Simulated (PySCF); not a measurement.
Molecule: SMILES CCCOC(C)=O, C₅H₁₀O₂.

Bonds (- single, = double, # triple, : aromatic): C1-C2, C2-C3, C3-O4, O4-C5, C5-C6, C5=O7. C1 carries H8, H9, H10; C2 carries H11, H12; C3 carries H13, H14; C6 carries H15, H16, H17.

Geometry PBE0-D3(BJ)/def2-SVP throughout; GIAO in PySCF, gas phase, one conformer, non-relativistic; equivalent atoms averaged; basis pcSseg-1.

Q: How do the absolute shieldings σ depend on the functional? (a selection of nuclei; ppm; last column core-seconds on shared hosts with different chips, so compare them loosely)

A: 
```tsv
functional	kind	C5	C3	C2	C1	O7	O4	H15/H16/H17	H11/H12	H8/H9/H10	core-s
BP86	GGA	9.3	111.0	154.2	168.5	-103.5	101.9	29.31	29.74	30.41	24
OPBE	GGA	22.1	119.6	160.9	173.5	-88.9	111.3	29.28	29.70	30.38	22
KT3	GGA	21.2	116.0	156.2	170.3	-81.0	112.1	29.40	29.78	30.45	21
B97-D	GGA	12.4	111.3	153.2	167.1	-91.4	107.5	29.46	29.85	30.51	22
B3LYP	global hybrid	4.1	111.0	153.6	167.8	-113.4	111.1	29.42	29.86	30.50	16
PBE0	global hybrid	10.2	117.8	160.3	173.5	-108.9	117.4	29.30	29.77	30.41	38
mPW1PW91	global hybrid	9.1	116.9	159.4	172.4	-109.7	116.9	29.35	29.82	30.46	17
B97-2	global hybrid	12.6	117.5	159.2	172.1	-99.2	118.7	29.41	29.87	30.50	35
CAM-B3LYP	range-separated hybrid	4.2	114.8	157.9	171.8	-112.5	121.6	29.36	29.81	30.45	40
```

Q: Which nucleus among those listed moves most, in ppm?

A: O7 (ester carbonyl oxygen): from -113.4 ppm with B3LYP to -81.0 ppm with KT3. The smallest spread is 0.13 ppm, at H8/H9/H10. Proton shifts span only some 12 ppm, so a few tenths of a ppm matter as much there as several ppm in carbon.
